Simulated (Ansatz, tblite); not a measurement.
Isomers of P$_{3}$Se (doublet), found by a short tight-binding search and relaxed with PBE-D4/def2-SVP in Ansatz.

The xTB rows come from tblite. Correlated methods freeze 24 core orbitals; core or outer-core shells of Se are correlated, in sets that lack core-valence functions. In CCSD on the charge 0 doublet the largest single amplitude is 0.21, so its Hartree–Fock determinant may place the open shell otherwise than the density functionals do.

Run but left out: HF/def2-TZVP, PBE-QIDH/def2-TZVP, MP2/def2-TZVP (A: ⟨S²⟩ 1.04 to 1.24, where a pure state has 0.75).

A: At ωB97X-V/def2-TZVP, CCSD(T)/def2-TZVP the charge 0 doublet is spin-contaminated (final ⟨S²⟩ up to 1.24, 0.75 for a pure state).

Other spin states were run for one of them alone.

A:

```xyz
4

P    -0.276    0.484   -1.399
P     0.461   -0.480    1.352
P     0.884    1.292    0.216
Se   -1.069   -1.297   -0.168
```

B:

Cartesian coordinates in Å:
```
P 1.0508 0.6399 0.3854
P 0.1812 -0.9798 -0.8181
P -0.3781 -0.7867 1.3319
Se -0.8539 1.1266 -0.8992
```

**Question.** Estimate which lies lowest at each level, and how far above it the others are (kJ/mol).

**Answer.** 
```
              level     A    B
           GFN1-xTB  11.4  0.0
           GFN2-xTB   0.0  1.0
   PBE-D4/def2-TZVP  39.6  0.0
r2SCAN-D4/def2-TZVP  38.6  0.0
  PBE0-D4/def2-TZVP  42.3  0.0
  ωB97X-V/def2-TZVP  41.6  0.0
     CCSD/def2-TZVP  34.0  0.0
  CCSD(T)/def2-TZVP  39.3  0.0
```
Point groups (tolerance 0.1 Å): A Cs, B Cs. Lower isomers may exist.
